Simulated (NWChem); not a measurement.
Program: NWChem. System: H₃Sb, charge 1, spin multiplicity 2, at the geometry of a parent with another charge or spin, in a state set for the comparison that need not be this species' ground state. Its SCF solution wasn't tested for a lower state. Level: PBE/x2c-SVPall-2c, spin-orbit ZORA.

Input file:

```
start mol
memory heap 200 mb stack 800 mb global 1000 mb
charge 1
geometry units angstroms nocenter noautoz noautosym
  Sb     0.000552     0.054131     0.000000
  H     -0.720255    -0.912955     1.231318
  H     -0.720255    -0.912955    -1.231318
  H      1.412339    -0.934769     0.000000
end
basis spherical
  * library x2c-svpall-2c
end
relativistic
  zora on
end
dft
  xc xpbe96 cpbe96
  odft
  mult 2
  semidirect memsize 60000000 filesize 0
  iterations 100
  grid fine
end
task sodft energy
```

Output (cleaned and shortened):

```
             Northwest Computational Chemistry Package (NWChem) 7.3.0
             --------------------------------------------------------

                                NWChem Input Module
                                -------------------

 Scaling coordinates for geometry "geometry" by  1.889725989
 (inverse scale =  0.529177249)

                             Geometry "geometry" -> ""
                             -------------------------

 Output coordinates in angstroms (scale by  1.889725989 to convert to a.u.)

  No.       Tag          Charge          X              Y              Z
 ---- ---------------- ---------- -------------- -------------- --------------
    1 Sb                  51.0000     0.00055200     0.05413100     0.00000000
    2 H                    1.0000    -0.72025500    -0.91295500     1.23131800
    3 H                    1.0000    -0.72025500    -0.91295500    -1.23131800
    4 H                    1.0000     1.41233900    -0.93476900     0.00000000

 Effective nuclear repulsion energy (a.u.)      47.6169136943

            Nuclear Dipole moment (a.u.)
            ----------------------------
        X                 Y               Z
 ---------------- ---------------- ----------------
    -0.0000359048     0.0000037795     0.0000000000


 Summary of "ao basis" -> "" (spherical)
 ------------------------------------------------------------------------------
       Tag                 Description            Shells   Functions and Types
 ---------------- ------------------------------  ------  ---------------------
 *                       x2c-svpall-2c                on all atoms

  pbe96 is a nonlocal functional; adding pw91lda local functional.

                                 NWChem DFT Module
                                 -----------------

 Summary of "ao basis" -> "ao basis" (spherical)
 ------------------------------------------------------------------------------
       Tag                 Description            Shells   Functions and Types
 ---------------- ------------------------------  ------  ---------------------
 Sb                      x2c-svpall-2c              18       50   6s8p4d
 H                       x2c-svpall-2c               3        5   2s1p

 Summary of "ao basis" -> "ao basis" (spherical)
 ------------------------------------------------------------------------------
       Tag                 Description            Shells   Functions and Types
 ---------------- ------------------------------  ------  ---------------------
 Sb                      x2c-svpall-2c              18       50   6s8p4d
 H                       x2c-svpall-2c               3        5   2s1p

            General Information
            -------------------
          SCF calculation type: DFT
          Wavefunction type:  spin polarized.
          No. of atoms     :     4
          No. of electrons :    53
           Alpha electrons :    27
            Beta electrons :    26
          Charge           :     1
          Spin multiplicity:     2
          Use of symmetry is: off; symmetry adaption is: off
          Maximum number of iterations: 100
          AO basis - number of functions:    65
                     number of shells:    27
          Convergence on energy requested:  1.00D-06
          Convergence on density requested:  1.00D-05
          Convergence on gradient requested:  5.00D-04

              XC Information
              --------------
          PerdewBurkeErnzerhof Exchange Functional  1.000
            Perdew 1991 LDA Correlation Functional  1.000 local
           PerdewBurkeErnz. Correlation Functional  1.000 non-local

             Grid Information
             ----------------
          Grid used for XC integration:  fine
          Radial quadrature: Mura-Knowles
          Angular quadrature: Lebedev.
          Tag              B.-S. Rad. Rad. Pts. Rad. Cut. Ang. Pts.
          ---              ---------- --------- --------- ---------
          Sb                  1.45      141           8.0       974
          H                   0.35       60           8.0       590
          Grid pruning is: on
          Number of quadrature shells:   321
          Spatial weights used:  Erf1

          Convergence Information
          -----------------------
          Convergence aids based upon iterative change in
          total energy or number of iterations.
          Levelshifting, if invoked, occurs when the
          HOMO/LUMO gap drops below (HL_TOL):  1.00D-02
          DIIS, if invoked, will attempt to extrapolate
          using up to (NFOCK): 10 stored Fock matrices.

                    Damping( 0%)  Levelshifting(0.5)       DIIS
                  --------------- ------------------- ---------------
          dE  on:    start            ASAP                start
          dE off:    2 iters        100 iters           100 iters

      Screening Tolerance Information
      -------------------------------
          Density screening/tol_rho:  1.00D-10
          AO Gaussian exp screening on grid/accAOfunc:  14
          CD Gaussian exp screening on grid/accCDfunc:  20
          XC Gaussian exp screening on grid/accXCfunc:  20
          Schwarz screening/accCoul:  1.00D-10

 Performing spin-orbit DFT (SO-DFT) calculations
 -----------------------------------------------

          Performing ZORA calculations
          ----------------------------

      Superposition of Atomic Density Guess
      -------------------------------------

 Sum of atomic energies:       -6167.30739258

       Generating atomic ZORA corrections
       ----------------------------------

 Grid integrated density:      53.999996908147
 Requested integration accuracy:   0.10E-06

      Superposition of Atomic Density Guess
      -------------------------------------

 Sum of atomic energies:       -6167.30739258

 Renormalizing density from      54.00 to     53

      Non-variational initial energy
      ------------------------------

 Total energy =   -6096.561910
 1-e energy   =   -8491.266472
 2-e energy   =    2347.087648
 HOMO         =      -0.691146
 LUMO         =      -0.281900

------------------------------------------------------------
EAF file 0: "./mol.aoints.0" size=524288 bytes
------------------------------------------------------------
               write      read    awrite     aread      wait
               -----      ----    ------     -----      ----
     calls:        1         0         0         0         0
   data(b): 5.24e+05  0.00e+00  0.00e+00  0.00e+00
   time(s): 0.00e+00  0.00e+00  0.00e+00  0.00e+00  0.00e+00
rate(mb/s): 0.00e+00  0.00e+00
------------------------------------------------------------

   convergence    iter        energy       DeltaE   RMS-Dens  Diis-err    time
 ---------------- ----- ----------------- --------- --------- ---------  ------
 d= 0,ls=0.0,diis     1  -6552.1956687391 -6.60D+03  7.39D-02  7.60D+03    10.2
                                                     7.32D-02  7.60D+03
 d= 0,ls=0.0,diis     2  -6556.8626839373 -4.67D+00  1.40D-02  4.18D+00    10.7
                                                     1.59D-02  4.18D+00
 d= 0,ls=0.0,diis     3  -6556.8046720891  5.80D-02  1.44D-02  3.92D-01    11.1
                                                     1.64D-02  3.92D-01
 d= 0,ls=0.0,diis     4  -6556.8457985572 -4.11D-02  6.59D-03  2.95D-01    11.6
                                                     7.46D-03  2.95D-01
 d= 0,ls=0.0,diis     5  -6556.9452924676 -9.95D-02  2.40D-04  1.34D-04    12.1
                                                     1.34D-04  1.34D-04
 d= 0,ls=0.0,diis     6  -6556.9453201583 -2.77D-05  2.14D-05  4.06D-06    12.6
                                                     6.14D-05  4.06D-06
 d= 0,ls=0.0,diis     7  -6556.9453221437 -1.99D-06  2.12D-05  1.02D-06    13.1
                                                     1.32D-05  1.02D-06
 d= 0,ls=0.0,diis     8  -6556.9453227052 -5.62D-07  6.82D-06  8.40D-08    13.6
                                                     9.52D-06  8.40D-08
  zoraso: enough mem for repl

      Total SO-DFT energy =    -6556.945322755098
      One electron energy =    -9058.109933074609
           Coulomb energy =     2626.111088721547
    Exchange-Corr. energy =     -172.563392096300
 Nuclear repulsion energy =       47.616913694264

       Scaling correction =       93.184893754697

 Numeric. integr. density =       52.999997040563

     Total iterative time =      6.7s

                       DFT Final Molecular Orbital Analysis
                       ------------------------------------

 Vector   51  Occ=1.000000D+00  E=-5.550013D-01
              MO Center=  2.5D-04,  3.5D-03, -7.1D-08, r^2= 3.9D-02
  Bfn.         Coefficient        Function           Bfn.         Coefficient        Function
  ----     -------------------  ------------         ----     -------------------  ------------
    86    -0.008282  -0.304644  1 Sb pz                89    -0.008013  -0.295766  1 Sb pz
   121     0.008036   0.295204  3 H  s                116    -0.008035  -0.295192  2 H  s
    80     0.008007   0.294747  1 Sb pz                61    -0.023199  -0.144145  4 H  s
    77    -0.003928  -0.144865  1 Sb pz               122     0.003222   0.118124  3 H  s
   117    -0.003221  -0.118119  2 H  s                 22    -0.000748  -0.115476  1 Sb px

 Vector   52  Occ=1.000000D+00  E=-5.545151D-01
              MO Center= -1.1D-05, -7.8D-06, -1.2D-08, r^2= 5.4D-05
  Bfn.         Coefficient        Function           Bfn.         Coefficient        Function
  ----     -------------------  ------------         ----     -------------------  ------------
   126     0.005202   0.348119  4 H  s                 84    -0.001498   0.310156  1 Sb px
    87    -0.001316   0.302632  1 Sb px                78     0.001336  -0.301254  1 Sb px
   116     0.007272  -0.174472  2 H  s                121     0.007270  -0.174452  3 H  s
    75    -0.000471   0.150071  1 Sb px               127     0.001687   0.139410  4 H  s
    56    -0.001449   0.113928  3 H  s                 51     0.001447  -0.113924  2 H  s

 Vector   53  Occ=1.000000D+00  E=-5.300727D-01
              MO Center=  3.2D-04,  1.5D-01,  1.3D-07, r^2= 2.3D+00
  Bfn.         Coefficient        Function           Bfn.         Coefficient        Function
  ----     -------------------  ------------         ----     -------------------  ------------
    23    -0.457634  -0.000240  1 Sb py                 5    -0.439854   0.000007  1 Sb s
    20    -0.386401  -0.000006  1 Sb py                14     0.369858   0.000251  1 Sb py
     4     0.277991  -0.000000  1 Sb s                 11    -0.186569  -0.000520  1 Sb py
    61     0.175490   0.050351  4 H  s                 51     0.176989  -0.025186  2 H  s
    56     0.176989  -0.025185  3 H  s                  6    -0.075511  -0.000034  1 Sb s

 Vector   54  Occ=0.000000D+00  E=-4.883212D-01
              MO Center= -2.8D-03, -3.6D-03,  3.9D-09, r^2= 1.6D-02
  Bfn.         Coefficient        Function           Bfn.         Coefficient        Function
  ----     -------------------  ------------         ----     -------------------  ------------
    70    -0.035611   0.488101  1 Sb s                 88    -0.030913   0.427812  1 Sb py
    85    -0.027328   0.375502  1 Sb py                79     0.025889  -0.358299  1 Sb py
    69     0.023179  -0.317700  1 Sb s                126    -0.021570  -0.183989  4 H  s
   121     0.030619  -0.179847  3 H  s                116     0.030619  -0.179847  2 H  s
    76    -0.011778   0.167223  1 Sb py                71    -0.010221   0.139884  1 Sb s

 Vector   55  Occ=0.000000D+00  E=-2.827025D-01
              MO Center=  2.1D-03, -3.6D-03, -9.9D-07, r^2= 1.7D-02
  Bfn.         Coefficient        Function           Bfn.         Coefficient        Function
  ----     -------------------  ------------         ----     -------------------  ------------
    22    -0.022530   0.868362  1 Sb px                62     0.050784  -0.614150  4 H  s
    61     0.024905  -0.313444  4 H  s                 19    -0.007850   0.313040  1 Sb px
    57     0.026779   0.306975  3 H  s                 52     0.026764   0.306894  2 H  s
    13     0.007803  -0.300285  1 Sb px                41    -0.005008   0.160907  1 Sb d -2
    56     0.012677   0.156837  3 H  s                 51     0.012670   0.156796  2 H  s

 Vector   56  Occ=0.000000D+00  E=-2.825134D-01
              MO Center= -5.7D-04, -3.6D-04,  2.5D-07, r^2= 1.5D-02
  Bfn.         Coefficient        Function           Bfn.         Coefficient        Function
  ----     -------------------  ------------         ----     -------------------  ------------
    24    -0.059743  -0.867182  1 Sb pz                52     0.036632   0.531198  2 H  s
    57    -0.036633  -0.531151  3 H  s                 21    -0.021554  -0.312056  1 Sb pz
    15     0.020661   0.299599  1 Sb pz                51     0.018688   0.271047  2 H  s
    56    -0.018689  -0.271023  3 H  s                 42    -0.011834  -0.158592  1 Sb d -1
    87    -0.012667  -0.153027  1 Sb px                37     0.009464   0.140376  1 Sb d -1

   alpha - beta orbital overlaps
   -----------------------------

   alpha      1      2      3      4      5      6      7      8      9     10
    beta      1      2      3      4      5      4      7      8      9     10
 overlap   1.167  1.514  1.801  1.761  0.755  0.119  1.261  1.260  1.261  1.739

   alpha     11     12     13     14     15     16     17     18     19     20
    beta     11     12     13     14     15     13     14     15     61     14
 overlap   1.718  1.739  1.304  1.208  1.305  0.012  0.011  0.012  0.123  0.092

   alpha     21     22     23     24     25     26     27     28     29     30
    beta     21     13      5     15     10     11     12      7      8      9
 overlap   0.121  0.122  0.041  0.122  0.023  0.023  0.023  0.079  0.078  0.078

   alpha     31     32     33     34     35     36     37     38     39     40
    beta     31     32     33     34     35     36     37     38     39     40
 overlap   1.137  1.137  1.137  1.137  1.137  1.104  1.103  1.101  1.102  1.100

   alpha     41     42     43     44     45     46     47     48     49     50
    beta     36     37     38     39     40     36     37     38     39     40
 overlap   0.036  0.037  0.037  0.036  0.039  0.023  0.023  0.023  0.023  0.023

   alpha     51     52     53     54     55     56     57     58     59     60
    beta     51     51      5     51      5     56     56      5     56      5
 overlap   0.160  0.057  0.005  0.006  0.009  0.160  0.057  0.005  0.006  0.009

   alpha     61     62     63     64     65
    beta     61     61      5     13     15
 overlap   0.160  0.057  0.010  0.007  0.003

     --------------------------
     Expectation value of S2:
     --------------------------
      <S2> =      0.7619 (Exact =     0.7500)

     Multipole analysis of the density
     ---------------------------------

     L   x y z        total         alpha         beta         nuclear
     -   - - -        -----         -----         ----         -------
     0   0 0 0      1.000000    -26.995866    -26.004134     54.000000

     1   1 0 0      0.000900     -0.009632      0.010568     -0.000036
     1   0 1 0     -0.063315     -0.231917      0.168598      0.000004
     1   0 0 1      0.000002      0.000001      0.000001      0.000000

     2   2 0 0    -17.444533    -15.169532    -13.103366     10.828365
     2   1 1 0      0.002167      0.008657      0.006245     -0.012734
     2   1 0 1     -0.000001     -0.000001     -0.000001      0.000000
     2   0 2 0    -16.666501    -15.443932    -10.829465      9.606896
     2   0 1 1     -0.000002     -0.000001     -0.000001      0.000000
     2   0 0 2    -17.452174    -15.146535    -13.134134     10.828496

 Task  times  cpu:       14.1s     wall:       14.1s

 Total times  cpu:       14.1s     wall:       14.1s
```
